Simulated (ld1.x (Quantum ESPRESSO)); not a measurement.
# Which change was made? (Be, TM)

- Element: beryllium (Be)
- Generator: ld1.x (Quantum ESPRESSO) 7.5
- Type: norm-conserving Troullier–Martins (Kleinman–Bylander form)
- Functional: PBE
- Relativity: non-relativistic
- Frozen core: [He]
- Valence charge: 2
- Reference configuration: 2s2 2p0
- Partial waves: 2p (bound, empty): rc 2.90 bohr; 2s (bound): rc 1.40 bohr
- Local potential: the s channel
- Core correction: Bessel-smoothed model core, default radius (core density twice the valence density)

Cutoffs, loose and tight: the cutoffs (Ry, on a coarse ladder) from which the occupation-weighted sum of valence levels, in a spherical-Bessel basis at the reference potential, stays within 10 and 1 mRy of its value at 400 Ry. They do not see the model core or the augmentation charge, which bear on the density cutoff. Test errors are all-electron minus pseudo excitation energies from the reference, over the configurations 2s1 2p0; 2s1.5 2p0; 2s1 2p1; 2s0 2p1; 2s0 2p2; variants that change the core or the reference have their own tests.

The base gives: outcome: generated; cutoff, loose: 10 Ry; cutoff, tight: 35 Ry; bound ghosts: none; largest test error (meV): -46.

**Question.** After one change the result is: outcome: generated; cutoff, loose: 55 Ry; cutoff, tight: 80 Ry; bound ghosts: none; largest test error (meV): +11. Which change was it?
A. all radii but the core radius scaled by about 1.27 (s 1.78, p 3.68 bohr)
B. all radii but the core radius scaled by about 0.96 (s 1.34, p 2.78 bohr)
C. all radii but the core radius scaled by about 0.78 (s 1.08, p 2.26 bohr)
D. all radii but the core radius scaled by about 1.13 (s 1.58, p 3.28 bohr)
E. all radii but the core radius scaled by about 1.39 (s 1.94, p 4.02 bohr)

**Answer.** C. The others give: all radii but the core radius scaled by about 0.96 (s 1.34, p 2.78 bohr) → outcome: generated; cutoff, loose: 12 Ry; cutoff, tight: 40 Ry; bound ghosts: none; largest test error (meV): -33 | all radii but the core radius scaled by about 1.13 (s 1.58, p 3.28 bohr) → outcome: generated; cutoff, loose: 10 Ry; cutoff, tight: 30 Ry; bound ghosts: none; largest test error (meV): -87 | all radii but the core radius scaled by about 1.39 (s 1.94, p 4.02 bohr) → outcome: generated; cutoff, loose: 10 Ry; cutoff, tight: 25 Ry; bound ghosts: none; largest test error (meV): -189 | all radii but the core radius scaled by about 1.27 (s 1.78, p 3.68 bohr) → outcome: generated; cutoff, loose: 10 Ry; cutoff, tight: 30 Ry; bound ghosts: none; largest test error (meV): -143.
